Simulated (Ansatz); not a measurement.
Cost and result up the ladder for cyclo-(Cl2SnNH)3 (Sn3N3Cl6H3) (15 atoms). Total charge 0; singlet. Geometry: PBE-D4/def2-SVP.

```tsv
atom	x (Å)	y (Å)	z (Å)
Sn1	-2.020	-0.144	0.375
Cl2	-4.211	0.519	-0.155
Cl3	-2.194	-1.680	2.167
N4	-1.152	-0.959	-1.291
Sn5	0.875	-1.226	-1.405
Cl6	1.627	-3.109	-0.186
Cl7	1.470	-1.603	-3.646
N8	1.732	0.527	-0.784
Sn9	1.118	1.459	0.933
Cl10	1.946	3.658	0.942
Cl11	1.932	0.418	2.895
N12	-0.927	1.521	0.848
H13	-1.644	-1.825	-1.565
H14	2.761	0.460	-0.813
H15	-1.313	1.984	1.686
```

Ansatz; hardware A = 2 threads of AMD EPYC 7R13 on a shared host and a share (18 GiB) of an NVIDIA H100 80GB HBM3; B = 2 threads of AMD EPYC 7R13 on a shared host. Times are rough, and most runs start from the orbitals of an earlier one. ωB97M-V/def2-TZVP serves as the yardstick here, not as an exact answer. Differences are given only for rows in sets of like size (and for xTB, whose basis is part of the method), since another set adds its own error. Binding counts from free atoms at the same level (Sn triplet, Cl doublet, N quartet, H doublet; other spins of the atoms weren't run), without zero-point energy or a counterpoise term.

In the def2 sets Sn takes a core potential, while STO-3G treats all electrons; there is no spin–orbit coupling. HSE06 is defined as in plane-wave codes, on full-range PBE exchange. Correlated methods freeze 45 core orbitals; core or outer-core shells of Sn are correlated, in sets that lack core-valence functions. The rows differ in basis, and correlated rows in double-zeta sets carry the largest basis error. Single mean-field runs in def2-TZVP are fitted with def2-universal-jkfit.

Correlated methods converge slowly with the basis, most of all in double-zeta sets.

```json
{"level": "PBE0-D4/def2-TZVP [A]", "functions": "483", "wall time": "4.6 s", "binding energy per atom (eV)": "3.13", "difference from ωB97M-V/def2-TZVP (eV)": "-0.01"}
{"level": "HSE06-D4/def2-TZVP [A]", "functions": "483", "wall time": "4.7 s", "binding energy per atom (eV)": "3.13", "difference from ωB97M-V/def2-TZVP (eV)": "0.00"}
{"level": "PBE-D4/def2-TZVP (with forces) [A]", "functions": "483", "wall time": "5.5 s", "binding energy per atom (eV)": "3.25", "difference from ωB97M-V/def2-TZVP (eV)": "0.11"}
{"level": "MP2/def2-TZVP [A]", "functions": "483", "wall time": "5.5 s", "binding energy per atom (eV)": "3.11", "difference from ωB97M-V/def2-TZVP (eV)": "-0.03"}
{"level": "r2SCAN-D4/def2-TZVP (with forces) [A]", "functions": "483", "wall time": "6.5 s", "binding energy per atom (eV)": "3.14", "difference from ωB97M-V/def2-TZVP (eV)": "0.00"}
{"level": "PBE-D4/def2-SVP [B]", "functions": "243", "wall time": "8 s", "binding energy per atom (eV)": "3.21", "difference from ωB97M-V/def2-TZVP (eV)": "–"}
{"level": "ωB97M-V/def2-TZVP [A]", "functions": "483", "wall time": "9.5 s", "binding energy per atom (eV)": "3.14", "difference from ωB97M-V/def2-TZVP (eV)": "0.00"}
{"level": "CCSD(T)/def2-SVP [A]", "functions": "243", "wall time": "9.5 s", "binding energy per atom (eV)": "2.79", "difference from ωB97M-V/def2-TZVP (eV)": "–"}
{"level": "HF/STO-3G [B]", "functions": "153", "wall time": "9.6 s", "binding energy per atom (eV)": "2.80", "difference from ωB97M-V/def2-TZVP (eV)": "–"}
{"level": "PBE0-D4/def2-SVP [B]", "functions": "243", "wall time": "16 s", "binding energy per atom (eV)": "3.09", "difference from ωB97M-V/def2-TZVP (eV)": "–"}
```
